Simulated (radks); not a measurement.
Task: Radial electron density D(r) = 4 pi r^2 rho(r) of an atom or ion with 31 electrons. Method: non-relativistic Kohn-Sham, PBE, spin-polarised, spherical densities, point nucleus; computed with a radial shooting solver on a logarithmic mesh with Libxc functionals.

```
   r/bohr * D(r) (the largest magnitude, 60.7, reaches the edge; | marks zero)
 0.002688 |  *
 0.003472 |    *
 0.004485 |      *
 0.005747 |          *
 0.007423 |              *
 0.009589 |                     *
  0.01229 |                            *
  0.01587 |                                   *
   0.0205 |                                         *
  0.02649 |                                            *
  0.03394 |                                          *
  0.04384 |                                       *
  0.05664 |                                     *
  0.07258 |                                         *
  0.09375 |                                                  *
   0.1211 |                                                      *
   0.1564 |                                               *
   0.2005 |                                    *
    0.259 |                                 *
   0.3345 |                                       *
   0.4286 |                                     *
   0.5537 |                        *
   0.7153 |          *
   0.9239 |    *
    1.184 |  *
    1.529 | *
    1.976 *
    2.532 *
     3.27 *
```

What is the nuclear charge?

Result: Z = 40. The innermost maximum, from 1s, lies near 1/Z = 0.025 bohr (found: 0.0273), and its height grows with Z. The density is that of the zirconium ion Zr9+ in [Ar] 3d10 4s1 4p2; the configuration itself is not fixed sharply by these data, and Z only to a few units. D(r) has 3 maxima, at r = 0.0273, 0.118, 0.371 bohr, and minima at 0.0544, 0.241 bohr, inside which lie 2.05, 11.19 electrons.
